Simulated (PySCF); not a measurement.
From one molecule to another.

First species: C₇H₅NS.
SMILES: `S=C=CC1=CC=NC=C1`

Second species: C₄H₇FO.
SMILES with atom numbers: `[CH3:1][C:2]([CH3:3])([F:4])[CH:5]=[O:6]` (hydrogens: H7, H8, H9 on C1; H10, H11, H12 on C3; H13 on C5)

Levels: PBE0/def2-SVPD for dipole moment, HOMO energy, LUMO energy, HOMO–LUMO gap, static isotropic polarisability and electronic spatial extent ⟨r²⟩ about the centre of nuclear charge; TDDFT PBE0/def2-SVPD for lowest singlet excitation; TDA PBE0/def2-SVPD for lowest triplet excitation (Tamm–Dancoff); GFN2-xTB for rotational constant A and rotational constant C. Geometries: GFN2-xTB. All species are isolated and taken at one optimised geometry, non-relativistic unless stated. Electronic properties by PySCF.

Dipoles, sizes and rotational constants follow the conformer. The torsions of the flexible species, by atom-mapped SMILES:
- `[S:1]=[C:2]=[CH:3][c:4]1[cH:5][cH:6][n:7][cH:8][cH:9]1`: C2–C3–C4–C5 0°
- `[CH3:1][C:2]([CH3:3])([F:4])[CH:5]=[O:6]`: C1–C2–C5–O6 68°

(1) Which has the higher static isotropic polarisability?

(2) Which of the two has the higher dipole moment, and by how much?

(3) Which of the two has the higher HOMO energy, and by how much?

(4) Which of the two has the higher HOMO–LUMO gap, and by how much?

(5) Which of the two has the higher S1 energy, and by how much?

(6) Which of the two has the higher T1 energy, and by how much?

(7) Which of the two has the higher ⟨r²⟩, and by how much?

(8) Which has the higher rotational constant A?

Answers

(1) The first: 116.8 au against 52.5 au, a difference of 64.3 au.

(2) The first: 2.33 D against 1.45 D, a difference of 0.88 D.

(3) The first: -6.61 eV against -7.79 eV, a difference of 1.18 eV.

(4) The second: 6.54 eV against 3.90 eV, a difference of 2.64 eV.

(5) The second: 4.20 eV against 2.26 eV, a difference of 1.94 eV.

(6) The second: 3.57 eV against 1.93 eV, a difference of 1.64 eV.

(7) The first: 1726 bohr² against 557 bohr², a difference of 1169 bohr².

(8) The second: 4.697 GHz against 4.685 GHz, a difference of 0.012 GHz.

On the first: The principal polarisabilities are 61.7, 101.5 and 187.2 au; their mean is the isotropic value. 1 of the 6 computed singlets lies in the visible range (750 to 380 nm, 1.65 to 3.26 eV), with an oscillator strength of 0.000.

On the second: No computed singlet falls in the visible range (750 to 380 nm, 1.65 to 3.26 eV); S1 lies 0.94 eV above its blue end. The dipole equals about 4.8 × 10⁻³⁰ C·m (1 D = 3.33564 × 10⁻³⁰ C·m).
